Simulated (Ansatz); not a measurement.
Reaction (ligand exchange at the Si–C bond): `F[SiH2]C1=C[SiH2]1` + `N[SiH](F)F` → `F[SiH2]N[SiH](F)F` + `C1=C[SiH2]1`

Calculated with Ansatz (gas phase, PBE0-D4/def2-TZVP geometries, no zero-point term in ΔE). CCSD(T)/CBS adds triple-zeta CCSD(T) − MP2 to the extrapolated MP2 energy (def2 sets, frozen cores). This one scheme is used for every species. DFT in def2-TZVPP. B3LYP here is the variant with VWN-RPA as its local correlation; programs differ in this. One conformer a species, not always the lowest.

| level | ΔE (kcal/mol) | difference from CCSD(T)/CBS |
| --- | --- | --- |
| B3LYP-D4 | -11.5 | 0.7 |
| ωB97M-V | -12.5 | -0.3 |
| PBE | -10.4 | 1.8 |
| PBE0 | -11.1 | 1.1 |
| B3LYP | -11.5 | 0.7 |
| HF/def2-TZVPP | -13.5 | -1.3 |
| SCS-MP2/def2-TZVPP | -12.5 | -0.3 |
| HF/def2-QZVPP | -13.7 | -1.5 |
| MP2/def2-QZVPP | -12.1 | 0.1 |
| CCSD/CBS(def2) | -12.4 | -0.2 |
| CCSD(T)/CBS | -12.2 | 0 |

Largest T1 diagnostic among the species: 0.013.

In def2-TZVPP, CCSD(T) changes the Hartree–Fock value by +1.0 kcal/mol (the triples alone add +0.3 kcal/mol) and MP2 by +1.3 kcal/mol. From PBE to PBE0 (25 % exact exchange), in def2-TZVPP and without D4, ΔE moves by −0.8 kcal/mol.
